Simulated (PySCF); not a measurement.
H2OSi, SMILES O[SiH] (connectivity only; charge and spin as stated), neutral, multiplicity 1. Coordinates come from a PBE0-D3(BJ)/def2-TZVP optimisation.

Level of theory: PBE0-D3(BJ)/def2-TZVP run with PySCF.

Harmonic wavenumbers (cm⁻¹): 637, 742, 870, 963, 1924, 3885. Rotational constants (GHz): 170.7, 16.41, 14.97; symmetry number 1.

Task: Work out the zero-point energy and the ideal-gas rigid-rotor harmonic-oscillator thermochemistry at 298.15 K and 1 atm.

Result: ZPE = ½ Σ hcν = ½ × 9022 cm⁻¹ = 53.96 kJ/mol. H − E(el) = 64.77 kJ/mol. Entropy in J/(mol K): translation 156.52, rotation 81.91, vibration 3.84, total 242.28. G − E(el) = -7.46 kJ/mol. Cp = 44.48 J/(mol K).
